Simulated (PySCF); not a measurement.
# C₆ coefficients of unlike pairs at PBE0

Calculated with PySCF 2.14 from the dipole response of each species, C₆(A,B) = (3/π) ∫ α_A(iu) α_B(iu) du, in atomic units, from isotropic polarisabilities. For ions this is the dispersion term alone; charge-induced terms of lower order in 1/R come first.

```
species       configuration                                                                                              basis      relativity  α (bohr³)  C₆ (like pair)
   Pd³⁺       [Kr] 4d7 (4F)  aug-cc-pVTZ-PP with one added diffuse shell each of s, p, d, f, g type with ECP28MDF (7s7p6d4f3g)  core potential      4.361           19.72
      N   [He] 2s2 2p3 (4S)                                                                             aug-cc-pVTZ (5s4p3d2f)            none      7.603           25.83
    Mg⁺       [Ne] 3s1 (2S)                                                                             def2-QZVPPD (9s5p5d2f)            none      35.22           155.1
   Sb³⁺  [Kr] 4d10 5s2 (1S)                               def2-QZVPPD with the def2 core potential (28 electrons) (8s6p5d4f1g)  core potential      10.66           50.90
```

(1) Estimate C₆ for Mg⁺ with Pd³⁺.

No spin-orbit coupling is included.

The other pairs:

| pair | C₆ |
| --- | --- |
| Sb³⁺, Mg⁺ | 73.72 |
| N, Pd³⁺ | 20.98 |
| Sb³⁺, N | 36.06 |
| Sb³⁺, Pd³⁺ | 30.12 |
| Mg⁺, N | 52.91 |

## Answers

(1) The integral gives 35.88. The combination rule 2 C_A C_B / (C_A α_B/α_A + C_B α_A/α_B) gives 34.28 and the geometric mean 55.30.
